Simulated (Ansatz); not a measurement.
Ge(OMe)(SiH3) (CH6GeOSi), SMILES C[O][Ge][SiH3] (connectivity only; charge and spin as stated), neutral, multiplicity 1.

Geometry optimised at B3LYP-D3(BJ)/def2-SVP. The structure was generated by enumeration; whether it is a known compound was not checked. The values are those of a single conformer.

Two levels are set side by side: PBE/def2-SVPD (Ansatz, a first-principles code) and CAM-B3LYP/def2-SVPD (Ansatz). Energy differences of separate SCF runs at the same geometry; the states with an electron removed or added have multiplicity 2 and 2. Differences are taken from unrounded values.

```csv
quantity,CAM-B3LYP
vertical ionisation energy (eV),8.34
vertical electron affinity (eV),0.84
vertical singlet–triplet gap (eV),1.76
```

Task: What does PBE give, and how far is it from CAM-B3LYP? (An estimate is asked for; the answer gives what the named calculation found.)

Result: 
| quantity | PBE | PBE minus CAM-B3LYP |
|---|---|---|
| vertical ionisation energy (eV) | 8.17 | -0.17 |
| vertical electron affinity (eV) | 0.78 | -0.06 |
| vertical singlet–triplet gap (eV) | 1.74 | -0.02 |
